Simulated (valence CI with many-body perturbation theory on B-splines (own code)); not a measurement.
Si7+: electric-dipole lines

Level of theory: relativistic CI+MBPT: five valence electrons over a frozen Dirac-Fock core [He], radial functions for each j: 11 s, 11 p, 10 d, 8 f, 5 g, 2 h, with the one-electron correlation potential Σ1, the two-electron term Σ2, the three-electron term Σ3, Breit, model QED; selected CI, second order for the rest, scaled by the run's own slope (own B-spline code, finite nucleus).

No measured levels were compared; by estimate levels hold to about 100 cm⁻¹ or 0.05 % of their energy and the worst to 300 or 400 cm⁻¹, as in measured light ions of charge 2 to 7. Among the levels kept, up to 5700 cm⁻¹ of a level comes from second order outside the variational space, and about a tenth of that is noise between levels of different J, which matters for small intervals.

Lines 101 to 150 of 600 in falling wavelength, among levels below 1970200 cm⁻¹, chosen from the strongest by gf and those to the six lowest levels. Wavelengths and rates use the calculated energies, so an error of 300 cm⁻¹ moves a line at 107.0 nm by 0.32 % and its rate by three times that or more. Electric multipoles are in the length gauge, E1 and E2 with the static RPA response of the core. Weak lines are less certain than strong ones. Lines between different terms over intervals too small for the method are left out, as are lines whose strength nearly cancels. Where a level lies close to another of its J and parity, the split of strength between their lines is uncertain. The highest levels of a list are the least certain.

Letters in brackets count levels of one name in rising energy.

```
λ vac (nm)                   Upper                   Lower   A (s⁻¹)  log gf  Branch %
     107.0  2s2 2p2 3p 2P°_3/2 [c]       2s2 2p2 3s 2S_1/2  8.32e+08   -0.24      20.1
     107.0  2s2 2p2 3p 2P°_1/2 [c]       2s2 2p2 3s 2S_1/2  8.36e+08   -0.54      20.2
     106.9   2s 2p3 3d 4F°_7/2 [b]    2s 2p3 3p 4D_7/2 [b]  1.08e+08   -0.83       2.5
     106.7   2s 2p3 3d 4F°_7/2 [b]    2s 2p3 3p 4D_5/2 [b]  7.26e+08    0.00      16.8
     106.7   2s2 2p2 3d 2F_7/2 [b]  2s2 2p2 3p 2D°_5/2 [b]  6.34e+08   -0.06       0.1
     106.7   2s2 2p2 3d 2F_5/2 [b]  2s2 2p2 3p 2D°_3/2 [b]  4.30e+08   -0.36       0.0
     106.4   2s2 2p2 3d 2F_5/2 [b]  2s2 2p2 3p 2D°_5/2 [b]  2.06e+08   -0.68       0.0
     106.4   2s 2p3 3d 4F°_5/2 [b]    2s 2p3 3p 4D_5/2 [b]  1.92e+08   -0.71       4.3
     106.3   2s2 2p2 3d 2P_1/2 [b]  2s2 2p2 3p 2P°_1/2 [b]  4.10e+08   -0.86       0.1
     106.3   2s 2p3 3d 4F°_5/2 [b]    2s 2p3 3p 4D_3/2 [b]  6.44e+08   -0.18      14.5
     105.9   2s 2p3 3d 4F°_3/2 [b]    2s 2p3 3p 4D_3/2 [b]  2.30e+08   -0.81       7.6
     105.9   2s 2p3 3d 4F°_3/2 [b]    2s 2p3 3p 4D_1/2 [b]  5.98e+08   -0.40      19.7
     105.5      2s 2p3 3d 4G°_11/2        2s 2p3 3p 4F_9/2  9.23e+08    0.27      80.7
     105.4   2s2 2p2 3d 2D_3/2 [b]  2s2 2p2 3p 2D°_3/2 [b]  2.99e+08   -0.70       0.0
     105.2       2s 2p3 3d 4G°_9/2        2s 2p3 3p 4F_7/2  8.95e+08    0.17      75.3
     105.1      2s2 2p2 4p 4P°_5/2        2s 2p3 3p 4S_3/2  1.04e+08   -0.98       0.1
     105.0       2s 2p3 3d 2F°_5/2    2s 2p3 3p 2D_3/2 [a]  5.97e+08   -0.23       0.1
     105.0   2s 2p3 3d 4F°_7/2 [a]    2s 2p3 3p 4D_7/2 [a]  1.54e+08   -0.69       3.9
     104.9       2s 2p3 3d 2F°_7/2    2s 2p3 3p 2D_5/2 [a]  6.90e+08   -0.04       0.2
     104.8   2s 2p3 3d 4F°_5/2 [a]    2s 2p3 3p 4D_5/2 [a]  2.24e+08   -0.65       5.5
     104.8       2s 2p3 3d 4G°_7/2        2s 2p3 3p 4F_5/2  8.57e+08    0.05      65.1
     104.8       2s 2p3 3d 4S°_3/2    2s 2p3 3p 4P_1/2 [b]  1.60e+08   -0.98       0.0
     104.6       2s 2p3 3d 4S°_3/2    2s 2p3 3p 4P_5/2 [b]  3.22e+08   -0.68       0.1
     104.6       2s 2p3 3d 4G°_5/2        2s 2p3 3p 4F_3/2  8.19e+08   -0.09      58.3
     104.6   2s 2p3 3d 4F°_3/2 [a]    2s 2p3 3p 4D_3/2 [a]  2.18e+08   -0.85       5.8
     104.6       2s 2p3 3d 4S°_3/2    2s 2p3 3p 4P_3/2 [b]  2.72e+08   -0.75       0.0
     104.4   2s 2p3 3d 4F°_7/2 [a]    2s 2p3 3p 4D_5/2 [a]  5.03e+08   -0.18      12.6
     104.4   2s 2p3 3d 4F°_9/2 [a]    2s 2p3 3p 4D_7/2 [a]  5.96e+08   -0.01      19.2
     104.3   2s 2p3 3d 4F°_3/2 [a]    2s 2p3 3p 4D_1/2 [a]  4.30e+08   -0.55      11.4
     104.3   2s 2p3 3d 4F°_5/2 [a]    2s 2p3 3p 4D_3/2 [a]  4.30e+08   -0.38      10.6
     103.9    2s 2p3 3p 2D_5/2 [a]   2s 2p3 3s 2D°_5/2 [a]  9.13e+08   -0.05       0.5
     103.8   2s2 2p2 3d 2D_5/2 [b]  2s2 2p2 3p 2D°_3/2 [b]  1.60e+08   -0.81       0.0
     103.6    2s 2p3 3p 2D_3/2 [a]   2s 2p3 3s 2D°_3/2 [a]  8.51e+08   -0.26       0.5
     103.5   2s2 2p2 3d 2D_5/2 [b]  2s2 2p2 3p 2D°_5/2 [b]  1.09e+08   -0.98       0.0
     103.4       2s 2p3 3d 6D°_9/2        2s 2p3 3p 6P_7/2  9.99e+08    0.20     100.0
     103.4       2s 2p3 3d 6D°_7/2        2s 2p3 3p 6P_7/2  3.57e+08   -0.34      34.9
     102.9  2s2 2p2 3p 2P°_1/2 [a]       2s2 2p2 3s 2P_1/2  4.40e+08   -0.85      11.1
     102.7       2s 2p3 3d 6D°_7/2        2s 2p3 3p 6P_5/2  6.55e+08   -0.08      64.0
     102.7       2s 2p3 3d 6D°_5/2        2s 2p3 3p 6P_5/2  6.20e+08   -0.23      57.8
     102.7       2s 2p3 3d 6D°_3/2        2s 2p3 3p 6P_5/2  3.05e+08   -0.71      27.3
     102.3       2s 2p3 3d 6D°_5/2        2s 2p3 3p 6P_3/2  3.21e+08   -0.52      29.9
     102.3       2s 2p3 3d 6D°_1/2        2s 2p3 3p 6P_3/2  1.03e+09   -0.49      90.1
     102.2       2s 2p3 3d 6D°_3/2        2s 2p3 3p 6P_3/2  7.22e+08   -0.34      64.5
     102.2       2s2 2p2 3d 4P_5/2      2s2 2p2 3p 4S°_3/2  3.71e+08   -0.46       0.0
     101.6       2s2 2p2 3d 2S_1/2  2s2 2p2 3p 2P°_3/2 [b]  5.69e+08   -0.75       0.1
     101.5       2s2 2p2 3d 4F_7/2      2s2 2p2 3p 4D°_7/2  8.52e+07   -0.98       4.1
     101.1       2s 2p3 3d 2G°_7/2    2s 2p3 3p 2F_5/2 [a]  1.05e+09    0.11      60.1
     100.8       2s 2p3 3d 2G°_9/2    2s 2p3 3p 2F_7/2 [a]  1.10e+09    0.22      77.2
     100.7       2s2 2p2 3d 4P_3/2      2s2 2p2 3p 4S°_3/2  4.74e+08   -0.54       0.1
     100.3       2s2 2p2 3d 4F_5/2      2s2 2p2 3p 4D°_5/2  1.85e+08   -0.78       6.9
```
